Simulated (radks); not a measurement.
Li III, 1 electrons, occupied as 1s(up 1, down 0).

Calculated with a radial shooting solver on a logarithmic mesh with Libxc functionals: scalar-relativistic Kohn-Sham, PBE, spin-polarised, spherical densities, finite nucleus; Fermi nuclear charge, rms radius 2.444 fm.

Energy parts (hartree):
part                    energy
total                 -4.48784
kinetic                4.48279
electron-nucleus      -8.98261
Hartree                0.93154
exchange-correlation  -0.91956

Orbitals (lengths in bohr, moments of r in powers of bohr; <r^-3> diverges for s and p1/2):
orbital	occ.	eigenvalue (hartree)	<r^2>	<1/r>	<r^-3>
1s up	1	-3.81049	0.3419	2.994	-

The highest occupied level is 1s up at -103.69 eV. Summed over all electrons, <r^2> = 0.3419 bohr^2, which gives a Langevin (diamagnetic) susceptibility term of -0.271 x 10^-6 cm^3/mol. The density falls to 0.001 e/bohr^3 at r = 1.53 bohr. The electron density at the nucleus is 8.74 e/bohr^3 (large components only).
